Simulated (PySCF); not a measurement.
`FC(Cl)(Cl)C(F)(Cl)Cl`. The geometry is computed with GFN2-xTB (gas phase).

```
atom  x, y, z in Å
F1     1.2929    0.7183   -1.0426
C2     0.7430    0.2073    0.0740
Cl3    1.7063   -1.1920    0.5815
Cl4    0.7406    1.4539    1.3256
C5    -0.7028   -0.2355   -0.2198
F6    -0.6971   -1.1981   -1.1598
Cl7   -1.6375    1.1405   -0.8342
Cl8   -1.4365   -0.8850    1.2507
```

(1) Where is the centre of mass (commonest isotopes), and what is the radius of gyration?

(2) What is the longest distance between nuclei?

(3) Work out the bond lengths F1–C2, C2–C5, C5–F6, C5–Cl8 in bohr.

(4) Give the dihedral angles Cl3–C2–C5–Cl8, F1–C2–C5–Cl8, Cl3–C2–C5–Cl7, F1–C2–C5–F6, Cl4–C2–C5–F6.

(5) What is the repulsion energy of the bare nuclei, Σ ZA·ZB/RAB?

(6) What are the angles F1–C2–C5, Cl4–C2–C5, F1–C2–Cl4, Cl3–C2–Cl4, F6–C5–Cl8, C2–C5–F6, F6–C5–Cl7?

(7) How far apart are these pairs, which share no bond: F1···F6, F1···Cl7, Cl4···C5, F6···Cl7, F6···Cl8, Cl7···Cl8?

(8) Write the matrix of distances between heavy atoms (Å, lower triangle).

Answers

(1) Mass 201.872 u; centre at (-0.050, 0.043, 0.187) Å; Rg = √(Σ m r²/M) = 1.949 Å. As Ia + Ib + Ic = 2 Σ m r², the three principal moments sum to 1532.9 u·Å².

(2) Cl3···Cl7, 4.32 Å; the next longest distance is 3.91 Å.

(3) For F1–C2 the difference vector is (-0.5499, -0.5110, 1.1166) Å, of length 1.3455 Å. 1 bohr = 0.529177 Å. F1–C2 2.543; C2–C5 2.911; C5–F6 2.543; C5–Cl8 3.339 bohr.

(4) Cl3–C2–C5–Cl8 62° (synclinal); F1–C2–C5–Cl8 -179° (antiperiplanar); Cl3–C2–C5–Cl7 -176° (antiperiplanar); F1–C2–C5–F6 62° (synclinal); Cl4–C2–C5–F6 -179° (antiperiplanar). Dihedral signs follow IUPAC: positive where, seen along the central bond, the front bond turns clockwise onto the rear one.

(5) 802.67 Eh over 28 pairs, with full nuclear charges and distances in bohr; the largest single term is 52.50 Eh (Cl3 with Cl4, or a pair equal to it).

(6) From the scalar product of the two bond vectors; for F1–C2–C5 it is -0.6933 Å² over 1.3455 × 1.5404 Å², cos θ = -0.3345. F1–C2–C5 109.5°; Cl4–C2–C5 109.7°; F1–C2–Cl4 108.7°; Cl3–C2–Cl4 110.8°; F6–C5–Cl8 108.7°; C2–C5–F6 109.6°; F6–C5–Cl7 108.4°.

(7) F1···F6 2.765 Å (3 bonds apart); F1···Cl7 2.968 Å (3 bonds apart); Cl4···C5 2.707 Å (2 bonds apart); F6···Cl7 2.542 Å (2 bonds apart); F6···Cl8 2.541 Å (2 bonds apart); Cl7···Cl8 2.914 Å (2 bonds apart).

(8) 
```
F1    0.000
C2    1.345  0.000
Cl3   2.541  1.773  0.000
Cl4   2.541  1.766  2.913  0.000
C5    2.360  1.540  2.713  2.707  0.000
F6    2.765  2.360  2.968  3.909  1.345  0.000
Cl7   2.968  2.713  4.316  3.228  1.773  2.542  0.000
Cl8   3.909  2.707  3.228  3.196  1.767  2.541  2.914  0.000
```

Not checked by GFN2-xTB frequencies. One conformer, not necessarily the lowest.
